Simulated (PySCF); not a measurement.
# How the method moves the HOMO and LUMO of `[H]/N=C\[SiH2]S`

CH₅NSSi.
Numbering: `[H]/[N:1]=[CH:2]\[SiH2:3][SH:4]` (hydrogens: H5 on N1; H6 on C2; H7, H8 on Si3; H9 on S4)

Cartesian coordinates in Å at the PBE0-D3(BJ)/def2-SVP level; atoms count from 1:
```
atom  x, y, z in Å
N1     2.0685    0.1707   -0.2738
C2     1.0497    0.1613    0.4892
Si3   -0.6487   -0.5719    0.0639
S4    -2.2041    0.8899    0.2932
H5     1.8576   -0.2921   -1.1687
H6     1.1673    0.6432    1.4793
H7    -0.5429   -1.0904   -1.3363
H8    -1.0265   -1.6668    1.0030
H9    -1.6690    1.7558   -0.5962
```

Basis pcSseg-2 throughout (PySCF), one geometry. One conformer (not necessarily the lowest) at the PBE0-D3(BJ)/def2-SVP geometry, without solvent, vibrations or thermal averaging.

Question: How do the orbital energies, the gap and the dipole change with the method?

Answer: 
```
   method                    kind  HOMO (eV)  LUMO (eV)  gap (eV)  μ (D)  SCF cycles
     BLYP                     GGA      -5.90      -2.31      3.59   1.09          14
     OPBE                     GGA      -5.98      -2.37      3.61   1.00          15
      PBE                     GGA      -6.00      -2.47      3.54   1.06          14
    B97-D                     GGA      -6.02      -2.36      3.66   1.07          14
      LDA                     LDA      -6.08      -2.70      3.38   1.13          14
     BP86                     GGA      -6.11      -2.55      3.56   1.07          14
      KT2                     GGA      -6.14      -2.42      3.72   1.04          15
      KT3                     GGA      -6.16      -2.39      3.77   1.02          15
    B97-2           global hybrid      -7.11      -1.47      5.64   1.12          12
    B3LYP           global hybrid      -7.14      -1.64      5.50   1.16          12
     PBE0           global hybrid      -7.35      -1.42      5.93   1.13          12
 mPW1PW91           global hybrid      -7.38      -1.43      5.96   1.14          12
BHandHLYP           global hybrid      -8.60      -0.29      8.32   1.24          11
CAM-B3LYP  range-separated hybrid      -8.73      -0.25      8.48   1.22          12
  wB97X-D  range-separated hybrid      -9.22       0.40      9.62   1.18          14
  LC-wPBE  range-separated hybrid     -10.06       0.91     10.97   1.22          14
       HF            Hartree–Fock     -10.47       2.25     12.72   1.30          11
```

The HOMO spans 4.57 eV, from BLYP down to HF, and the gap runs from 3.38 eV (LDA) to 12.72 eV (HF). Over the methods BLYP (0 %), OPBE (0 %), PBE (0 %), B97-D (0 %), LDA (0 %), BP86 (0 %), KT2 (0 %), KT3 (0 %), B97-2 (21 %), B3LYP (20 %), PBE0 (25 %), mPW1PW91 (25 %), BHandHLYP (50 %), HF (100 %), a straight line through the gap against the share of exact exchange rises by 0.92 eV for each 10 % (correlation coefficient 0.999). The dipole ranges from 1.00 D (OPBE) to 1.30 D (HF). This basis has no diffuse functions.

The vertical ΔSCF ionisation energy at CAM-B3LYP/def2-SVPD is 9.62 eV; −ε(HOMO) comes closest to it with wB97X-D (9.22 eV).
